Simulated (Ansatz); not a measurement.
Ru2Br6, relaxed as a singlet with RKS PBE-D4/def2-SVP in Ansatz, starting from the GFN1-xTB geometry. Force threshold 0.03 eV/Å.

In the def2 sets Ru takes a core potential; there is no spin–orbit coupling. In the singlet, Br5 and Br6 lie 2.59 Å apart (atoms count from 1), so these atoms are partly bonded to each other. Another isomer (singlet) lies 2.25 eV lower at PBE0-D4/def2-TZVP; other spin states weren't run for this one.

Start:

```xyz
8

Ru    0.482   -0.959   -1.415
Ru   -0.530    0.644   -0.166
Br    2.306   -1.804   -0.173
Br   -0.089   -1.657   -3.565
Br    0.413    0.260    4.168
Br   -0.833   -0.120    2.149
Br   -2.643    1.084   -1.186
Br    0.893    2.552    0.188
```

(1) Estimate the energy that the relaxation releases and the steps that it takes.

(2) Does the start keep its bonding?

(3) Predict the relaxed structure.

## Answers

(1) 0.52 eV, in 8 steps; 58 s on 4 threads of Arm Neoverse V2 on a shared host. No frequencies were taken in this run, so the end may be a saddle point.

(2) By distances, no bond broke or formed. The bond that changes most is Br5–Br6, from 2.40 to 2.59 Å (atoms count from 1).

(3) 
```
atom   x (Å)   y (Å)   z (Å)
 Ru1   0.531  -0.961  -1.263
 Ru2  -0.484   0.536  -0.183
 Br3   2.359  -1.668   0.046
 Br4  -0.414  -1.426  -3.346
 Br5   0.601   0.255   3.971
 Br6  -0.978  -0.240   1.977
 Br7  -2.444   1.026  -1.442
 Br8   0.830   2.479   0.241
```
Bond lengths (bridged metal pairs left out): 5 × Br–Ru 2.33 to 2.38 Å; 1 × Ru–Ru 2.11 Å; 1 × Br–Br 2.59 Å.
